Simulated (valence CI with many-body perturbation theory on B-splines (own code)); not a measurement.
**Valence orbitals of Hf⁵⁷⁺**

Level of theory: configuration interaction combined with many-body perturbation theory (CI+MBPT): five valence electrons over a frozen Dirac-Fock core [Ne], a basis of 11 s, 11 p, 10 d, 8 f, 5 g, 2 h functions for each j, with the one-electron correlation potential Σ1, the two-electron term Σ2, the three-electron term Σ3, Breit, model QED; selected CI, second order for the rest, scaled by the run's own slope (own B-spline code, finite nucleus).

The last digits are not significant, and no measured levels were compared; by estimate large intervals hold to a few tenths of a per cent, small ones and those within an open d or f shell to about a per cent. Among the levels kept, up to 3100 cm⁻¹ of a level comes from second order outside the variational space, and about a tenth of that is noise between levels of different J, which matters for small intervals.

These are the spectroscopic orbitals of the CI (the correlating ones are not listed), shaped by the core and the other valence electrons. h is the expectation value of the core's Dirac-Fock operator, without the valence repulsion; Σ1 is computed up to l = 3 at one energy for each symmetry, that of its lowest orbital but kept below the first core excitation, so for empty shells it is not the orbital's own correlation shift; Breit and QED include the response of the core.

```tsv
Orbital	h (hartree)	Σ1 (cm⁻¹)	Breit (cm⁻¹)	QED (cm⁻¹)	⟨r⟩ (bohr)
3s1/2	-245.55	-7229	42326	35417	0.1922
4s1/2	-133.49	-2420	16291	14097	0.3575
5s1/2	-83.645	-1107	7740	6870	0.5758
6s1/2	-57.267	-604	4320	3862	0.8453
7s1/2	-41.643	-367	2655	2383	1.167
8s1/2	-31.637	-240	1748	1573	1.539
3p1/2	-239.89	-9454	71011	2000	0.1809
4p1/2	-131.12	-3107	27447	815	0.3489
5p1/2	-82.458	-1428	13203	406	0.5694
6p1/2	-56.589	-781	7406	230	0.8412
7p1/2	-41.221	-475	4567	143	1.165
8p1/2	-31.356	-311	3014	95.0	1.540
3p3/2	-227.69	-8007	39029	5020	0.1920
4p3/2	-126.13	-2748	15176	2025	0.3638
5p3/2	-79.952	-1286	8094	1007	0.5880
6p3/2	-55.158	-710	4567	573	0.8637
7p3/2	-40.328	-435	2828	356	1.191
8p3/2	-30.762	-286	1874	237	1.569
3d3/2	-220.97	-10058	32542	-956	0.1644
4d3/2	-123.54	-2824	11721	-298	0.3398
5d3/2	-78.679	-1259	5563	-133	0.5669
6d3/2	-54.436	-683	3099	-71.4	0.8454
7d3/2	-39.88	-414	1906	-42.9	1.175
3d5/2	-218.14	-8831	15605	552	0.1678
4d5/2	-122.33	-2469	5546	308	0.3440
5d5/2	-78.055	-1102	2709	170	0.5720
6d5/2	-54.075	-599	1513	102	0.8515
7d5/2	-39.653	-364	933	65.4	1.183
4f5/2	-120.92	-2384	1159	-185	0.3002
5f5/2	-77.352	-1160	790	-97.3	0.5304
6f5/2	-53.675	-654	491	-56.8	0.8119
7f5/2	-39.404	-405	326	-35.9	1.145
4f7/2	-120.4	-2251	345	91.3	0.3023
5f7/2	-77.082	-1090	233	43.6	0.5328
6f7/2	-53.519	-613	139	24.6	0.8146
7f7/2	-39.305	-380	92.3	15.3	1.148
5g7/2	-76.915		25.3	-44.7	0.4693
6g7/2	-53.424		25.1	-26.4	0.7518
7g7/2	-39.246		19.6	-16.8	1.086
5g9/2	-76.758		5.2	33.9	0.4708
6g9/2	-53.333		5.1	19.4	0.7534
7g9/2	-39.188		3.9	12.1	1.088
6h9/2	-53.304				0.6694
6h11/2	-53.244				0.6706
```

Among the shells of the start configuration 3s2 3p3, Σ1 is largest in size for 3p1/2, where it is 0.018 % of h.

Lowest root of each symmetry, sizes in configuration state functions:

```tsv
J	Parity	Roots	Reference	Variational	Second order	Change by selected CI (cm⁻¹)	Change by second order (cm⁻¹)
1/2	even	14	84	31993	675691	-17541	-557
3/2	even	22	135	31999	1200868	-20671	-850
5/2	even	19	147	31998	1551558	-20814	-1291
7/2	even	12	118	31996	1567198	-20161	-1722
9/2	even	6	80	31972	1293553	-20914	-1180
11/2	even	1	37	31991	393679	-18282	-551
13/2	even	1	15	31991	284364	-22492	-368
1/2	odd	19	88	31996	642069	-18118	-605
3/2	odd	29	145	31999	1277605	-16983	-1036
5/2	odd	27	153	31998	1600048	-16507	-1795
7/2	odd	20	129	31999	1806620	-17933	-2333
9/2	odd	11	83	31980	1429941	-18007	-1429
11/2	odd	4	43	31971	1117576	-19581	-1056
```
